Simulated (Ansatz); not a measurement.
`C[SiH](C)P` + H₂ → `C[SiH2]C` + PH₃  (hydrogenolysis of the Si–P bond)

Gas-phase electronic energies from Ansatz, PBE0-D4/def2-TZVP geometries. CCSD(T)/CBS adds triple-zeta CCSD(T) − MP2 to the extrapolated MP2 energy (def2 sets, frozen cores). This one scheme is used for every species. Each species was taken in one conformer, which may not be the lowest.

```
     species  CCSD(T)/def2-SVP energy (Eh)
`C[SiH](C)P`                    -711.01670
          H₂                      -1.16345
  `C[SiH2]C`                    -369.65713
         PH₃                    -342.52849
```

(1) Work out ΔE.

(2) What do rigid-rotor, harmonic-oscillator terms from PBE0-D4/def2-TZVP frequencies (298.15 K, 1 bar) make of the CCSD(T)/CBS value? (An estimate is asked.)

Largest T1 diagnostic among the species: 0.013.

## Answers

(1) ΔE = (-369.65713) + (-342.52849) − (-711.01670) − (-1.16345) = -0.00547 Eh = -0.15 eV. CCSD(T)/CBS gives +0.05 eV.

(2) The calculation gave: ΔZPE = +0.11 eV, ΔH = +0.11 eV, ΔS = 21 J/(mol·K), ΔG = +0.04 eV.

From r2SCAN to r2SCAN0 (25 % exact exchange), in def2-TZVPP and without D4, ΔE moves by −0.04 eV. Leaving LDA and LC-ωPBE aside and taking each functional with its dispersion term where it has one, the values, not all of them listed here, spread over 0.24 eV, from CAM-B3LYP-D4 to revPBE-D4. LDA lies +0.04 eV from PBE without D4. The D4 term adds +0.14 eV with B3LYP and +0.08 eV with PBE0; it sums over pairs of atoms, weighted by their polarisabilities, and B3LYP, whose exchange is more repulsive, gets the larger term.

B3LYP here is the variant with VWN-RPA as its local correlation; programs differ in this.
